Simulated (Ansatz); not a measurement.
Compare A (`C=C[SiH2][SiH2]C`) with its isomer B (`C=C(C)[SiH2][SiH3]`).

Calculated with Ansatz (gas phase, PBE0-D4/def2-TZVP geometries, no zero-point term in ΔE). CBS: MP2 limit from def2 TZ/QZ plus the TZ coupled-cluster correction, frozen cores. Functionals use def2-TZVPP. B3LYP here is the variant with VWN-RPA as its local correlation; programs differ in this. One conformer a species, not always the lowest.

Question: Which isomer does CCSD(T)/CBS put lower? Give the gap. (Best estimate.)

Answer: Ansatz gave: A, by 28.4 kJ/mol.

Question: Give E(B) − E(A) in kJ/mol with CCSD/def2-TZVPP, MP2/def2-TZVPP, PBE-D4, B3LYP, CCSD(T)/def2-TZVPP, B2PLYP, B3LYP-D4. (Best estimate.)

Answer: Ansatz gave: CCSD/def2-TZVPP 27.6, MP2/def2-TZVPP 26.9, PBE-D4 25.7, B3LYP 29.6, CCSD(T)/def2-TZVPP 26.8, B2PLYP 28.8, B3LYP-D4 26.7. None reverses the order clearly.

Largest T1 diagnostic: 0.012.
